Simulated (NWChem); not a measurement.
Basis-set convergence for HFGeO

```xyz
4

Ge    -0.4252    -0.0203     0.0000
F      0.6312     1.4011     0.0000
O      0.9188    -1.2273     0.0000
H      0.5747    -2.1424     0.0000
```
Charge 0, spin multiplicity 1.

Everything below was run with NWChem. Structure: optimised with PBE/def2-SVP, a minimum by its harmonic frequencies. It is one conformer; others weren't searched.

Quantity: LUMO energy at the level PBE0.

The Hamiltonian is non-relativistic. The Pople sets run with spherical d functions. The structure started from a generated list of species.

```csv
basis,functions,LUMO energy (eV)
STO-3G,29,1.93
3-21G,42,?
6-31G*,62,?
def2-SVP,65,-1.98
aug-pcseg-1,91,-2.34
def2-SVPD,92,-2.28
pcseg-2,117,-2.22
cc-pVTZ,117,?
def2-TZVPP,124,-2.14
def2-QZVP,219,-2.23
```

### Question
Some entries are withheld; supply them.

### Answer

- 3-21G, LUMO energy (eV): -1.60
- 6-31G*, LUMO energy (eV): -1.95
- cc-pVTZ, LUMO energy (eV): -2.11
